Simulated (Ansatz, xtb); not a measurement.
## F2H3NOSi2: which of two structures lies lower

Structure I: a singlet given by its coordinates. Structure II: a singlet given by its coordinates. Both are isolated molecules in the gas phase, relaxed with PBE0-D3(BJ)/def2-SVP.

I (Å):

```yaml
atoms:
  - { symbol: F, position_ang: [-0.6779, 2.2002, 0.2206] }
  - { symbol: F, position_ang: [2.4693, -0.0968, -1.4910] }
  - { symbol: N, position_ang: [0.4705, -0.3661, 0.4857] }
  - { symbol: O, position_ang: [1.9378, 1.5018, 0.6768] }
  - { symbol: Si, position_ang: [0.3193, 1.2584, 1.0676] }
  - { symbol: Si, position_ang: [2.1277, -0.0615, 0.0841] }
  - { symbol: H, position_ang: [-0.1646, -1.1415, 0.3584] }
  - { symbol: H, position_ang: [-0.0173, 1.4891, 2.4843] }
  - { symbol: H, position_ang: [3.1863, -0.8490, 0.7421] }
```

Close contacts (Å): F1–Si5 1.61, F2–Si6 1.61, N3–Si5 1.73, N3–Si6 1.73, O4–Si5 1.68, O4–Si6 1.68, Si5–Si6 2.45, N3–H7 1.01, Si5–H8 1.47, Si6–H9 1.47.

II (Å):

```xyz
9

F     2.1121   -1.7000    1.3603
F     0.3557    2.8101    0.0677
N     0.5449    0.0162   -0.2299
O     1.8208    1.0140    1.5179
Si    2.0673   -0.3213    0.5243
Si    0.3363    1.3812    0.8158
H     3.3055   -0.3002   -0.2761
H     0.0039   -0.4069   -0.9709
H    -0.8111    1.4310    1.7405
```

Close contacts (Å): F1–Si5 1.61, F2–Si6 1.61, N3–Si5 1.73, N3–Si6 1.73, O4–Si5 1.68, O4–Si6 1.68, Si5–Si6 2.45, N3–H8 1.01, Si5–H7 1.47, Si6–H9 1.47.

Energies in hartree; the thermal terms are from PBE0-D3(BJ)/def2-SVP harmonic frequencies (ideal gas, rigid rotor, one conformer each, 298.15 K, 1 atm) and include the zero-point energy:

|  | I | II |
| --- | --- | --- |
| E, CCSD(T)/def2-SVP | −908.557155 | −908.557000 |
| E, MP2/def2-SVP | −908.510405 | −908.510211 |
| E, MP2/def2-TZVPP | −909.432658 | −909.432193 |
| zero-point energy | 0.046201 | 0.046150 |
| H(298 K) − E | 0.053585 | 0.053562 |
| G(298 K) − E | 0.015309 | 0.015935 |

**Question.** Correct the CCSD(T) difference for the basis set by the MP2 change, then work out ΔE, ΔE₀, ΔH and ΔG for I → II in kJ/mol (1 Eh = 2625.50 kJ/mol) and the equilibrium ratio [II]/[I].

**Answer.** 1. Differences II − I: CCSD(T) +0.000155, MP2 in the small set +0.000194, MP2 in the large set +0.000465 Eh.
2. ΔE = +0.000155 + (+0.000465 − (+0.000194)) = +0.000426 Eh = +1.12 kJ/mol.
3. ΔE₀ = ΔE + ΔZPE = +0.000426 + (−0.000051) Eh = +0.98 kJ/mol.
4. ΔH = ΔE + (−0.000023) Eh = +1.06 kJ/mol.
5. ΔG = ΔE + (+0.000626) Eh = +2.76 kJ/mol, so ΔS = (ΔH − ΔG)/T = −5.7 J/(mol K).
6. kT = 0.9442 mEh, so K = [II]/[I] = exp(−ΔG/kT) = exp(−1.11) ≈ 0.33.

The two are too close for this level to say which is favoured. An error of 4 kJ/mol in ΔG would change K by a factor of 5. Mirror images and further conformers aren't counted.

Other levels gave ΔE = +0.4 (PBE0-D3(BJ)/def2-SVP); −0.5 (HF/def2-SVP); +0.5 (MP2/def2-SVP); +0.4 (CCSD(T)/def2-SVP) kJ/mol. The correlated steps freeze 14 core orbitals. Programs: Ansatz 0.2.0.
